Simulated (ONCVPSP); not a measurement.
# What one change does to a pseudopotential (arsenic (As), ONCV)

- Element: arsenic
- Generator: ONCVPSP 4.0.1
- Type: optimised norm-conserving Vanderbilt (ONCV)
- Functional: LDA (Perdew-Wang 92)
- Relativity: fully relativistic
- Frozen core: [Ar]
- Valence charge: 15
- Reference configuration: 3d10 4s2 4p3
- Partial waves: 4s: rc 1.40 bohr, ncon 3, nbas 8, qcut 3.9 1/bohr, 2 projectors, debl 0.8 Ha; 4p: rc 1.50 bohr, ncon 4, nbas 8, qcut 5.3 1/bohr, 1 projector; 3d: rc 0.60 bohr, ncon 4, nbas 7, qcut 15.4 1/bohr, 1 projector
- Local potential: polynomial inside 0.50 bohr (lpopt 5, dvloc0 -1 Ha)
- Core correction: none

Open shells are filled in proportion to 2j + 1.

Change: s: qcut 4.5; p: qcut 6.2; d: qcut 17.9.

Cutoffs: the cutoffs (Ha) at which the residual kinetic energy of the hardest occupied pseudo-wave falls to 1 and 0.1 mHa per electron; they do not see the model core or the augmentation charge, which bear on the density cutoff. Errors are all-electron minus pseudo energies relative to the spin-unpolarised reference configuration.

Task: What does the change do?

Result: The potential gets softer (487 Ha and 655 Ha → 442 Ha and 519 Ha); both files keep a bound ghost (p, s); of the 4 tests that both files solve, the error grows in 0 and shrinks in 1 by more than 15 % and 0.3 meV (median size 4.2 → 4.2 meV).

```csv
quantity,base,changed
"cutoff, loose",487 Ha,442 Ha
"cutoff, tight",655 Ha,519 Ha
loose cutoff by channel,"s 17 Ha, p 8.8 Ha, d 487 Ha","s 9.8 Ha, p 8.7 Ha, d 442 Ha"
bound ghosts,"s, p3/2, p1/2","s, p3/2, p1/2"
GHOST(+) flags under 300 eV,s at 119.5 eV,s at 117.9 eV
"error for 3d10 4s2 4p2, meV [ΔE 9.32 eV]",+1.5,+1.6
"error for 3d10 4s2 4p1, meV [ΔE 27.48 eV]",+6.9,+6.9
"error for 3d10 4s2 4p0, meV [ΔE 55.52 eV]",+14,+13
"error for 3d10 4s1 4p4, meV [ΔE 9.48 eV]",+1.6,+0.7
s: phases at 1.42 bohr within 0.05 rad from the reference energy up to (Ha; the scan ends near 5),3.8,3.8
p3/2: phases at 1.52 bohr within 0.05 rad from the reference energy up to (Ha; the scan ends near 5),2.3,2.3
p1/2: phases at 1.52 bohr within 0.05 rad from the reference energy up to (Ha; the scan ends near 5),2.6,2.6
d5/2: phases at 0.61 bohr within 0.05 rad from the reference energy up to (Ha; the scan ends near 5),to the end of the scan,to the end of the scan
d3/2: phases at 0.61 bohr within 0.05 rad from the reference energy up to (Ha; the scan ends near 5),to the end of the scan,to the end of the scan
```

 A true bound ghost makes a file unfit for plane-wave use even where its test errors are small: the radial tests pick states by their node count and pass the ghost by.
